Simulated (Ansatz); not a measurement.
Start from `C=C(N)[Te]C` and change one atom or group to get `C=C(N)NC`.

Ansatz, PBE0-D4/def2-TZVP geometries, multiplicity 1. Each molecule was computed in one conformer, which needn't be the lowest.

Elements past krypton have def2 core potentials.

```tsv
property	`C=C(N)[Te]C`
HOMO–LUMO gap (ωB97M-V/def2-TZVPP) / eV	9.03
size of the dipole moment (PBE/def2-TZVPP) / D	1.40
LUMO energy (B3LYP/def2-TZVPP) / eV	-0.72
HOMO energy (PBE/def2-TZVPP) / eV	-4.65
size of the dipole moment (ωB97M-V/def2-TZVPP) / D	1.43
size of the dipole moment (B3LYP/def2-TZVPP) / D	1.40
```

(1) Give the same properties after the change, and the shifts. (Estimate.)

Results:

(1) Computed: 
```csv
property,`C=C(N)NC`,shift
HOMO–LUMO gap (ωB97M-V/def2-TZVPP) / eV,10.27,1.24
size of the dipole moment (PBE/def2-TZVPP) / D,1.08,-0.32
LUMO energy (B3LYP/def2-TZVPP) / eV,0.63,1.35
HOMO energy (PBE/def2-TZVPP) / eV,-4.48,0.17
size of the dipole moment (ωB97M-V/def2-TZVPP) / D,1.02,-0.41
size of the dipole moment (B3LYP/def2-TZVPP) / D,1.03,-0.37
```

Dipoles are sizes alone; their direction can turn.

B3LYP here is the variant with VWN-RPA as its local correlation; programs differ in this.

Spin–orbit coupling is left out; it splits and shifts lone-pair levels of the heavy atoms by tenths of an eV.
